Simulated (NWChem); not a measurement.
System meant: C₃H₉OSi, doublet; SMILES CO[Si](C)C

The following NWChem deck was run.

```
start job
memory heap 200 mb stack 900 mb global 1100 mb
geometry units angstroms noautoz
  C      0.003671     2.031617    -0.480889
  O      0.020563     1.148879     0.602615
  Si     0.000776    -0.523738     0.549566
  C      1.543670    -1.169626    -0.321732
  C     -1.560729    -1.133982    -0.314472
  H     -0.905106     1.918314    -1.101969
  H      0.881818     1.903298    -1.141903
  H      0.020861     3.065878    -0.102132
  H      1.566523    -2.270532    -0.310441
  H      1.566891    -0.841590    -1.375963
  H      2.457847    -0.803331     0.169430
  H     -1.580368    -0.809555    -1.369877
  H     -2.464082    -0.744506     0.178958
  H     -1.610045    -2.233973    -0.299226
end
basis spherical
  * library def2-svp
end
dft
  odft
  mult 2
  xc b3lyp
  iterations 4
  mulliken
end
task dft energy
```

End of the output:

```
     --------------------------
     Expectation value of S2:
     --------------------------
      <S2> =      0.7510 (Exact =     0.7500)

 center of mass
 --------------
 x =   0.00167653 y =   0.01390368 z =   0.11430643

 moments of inertia (a.u.)
 ------------------
         590.753810753758           0.000000000000           0.000000000000
           0.000000000000         383.319179758559           0.000000000000
           0.000000000000           0.000000000000         791.136688706984

     Multipole analysis of the density
     ---------------------------------

     L   x y z        total         alpha         beta         nuclear
     -   - - -        -----         -----         ----         -------
     0   0 0 0     -0.000000    -25.000000    -24.000000     49.000000

     1   1 0 0     -0.012946     -0.006985     -0.005961      0.000000
     1   0 1 0     -0.119649      0.612287     -0.731936      0.000000
     1   0 0 1     -0.629203     -1.242414      0.613211      0.000000

     2   2 0 0    -29.342161   -109.854848   -107.413837    187.926524
     2   1 1 0     -0.026473      0.101470      0.090967     -0.218910
     2   1 0 1     -0.029319      0.028714      0.030200     -0.088232
     2   0 2 0    -28.256748   -166.954498   -163.090012    301.787762
     2   0 1 1     -1.353193      1.558828     -1.093969     -1.818052
     2   0 0 2    -30.643662    -48.077064    -40.631137     58.064540

 ------------------------------------------------------------------------
 dft energy failed                                                                                  0
 ------------------------------------------------------------------------
 ------------------------------------------------------------------------
  current input line :
    29: task dft energy
 ------------------------------------------------------------------------
 ------------------------------------------------------------------------
 This type of error is most commonly associated with calculations not reaching convergence criteria
 ------------------------------------------------------------------------
 For more information see the NWChem manual at https://nwchemgit.github.io

0:dft energy failed:Received an Error in Communication
```

Can this run be used? If not, why, and what is the fix?

Convergence was not reached. Cause: the SCF was allowed too few iterations. This input runs:
```
start job
memory heap 200 mb stack 900 mb global 1100 mb
geometry units angstroms noautoz
  C      0.003671     2.031617    -0.480889
  O      0.020563     1.148879     0.602615
  Si     0.000776    -0.523738     0.549566
  C      1.543670    -1.169626    -0.321732
  C     -1.560729    -1.133982    -0.314472
  H     -0.905106     1.918314    -1.101969
  H      0.881818     1.903298    -1.141903
  H      0.020861     3.065878    -0.102132
  H      1.566523    -2.270532    -0.310441
  H      1.566891    -0.841590    -1.375963
  H      2.457847    -0.803331     0.169430
  H     -1.580368    -0.809555    -1.369877
  H     -2.464082    -0.744506     0.178958
  H     -1.610045    -2.233973    -0.299226
end
basis spherical
  * library def2-svp
end
dft
  odft
  mult 2
  xc b3lyp
  iterations 150
  mulliken
end
task dft energy
```
It converges to -484.23071 Ha (B3LYP/def2-SVP, spin-unrestricted).
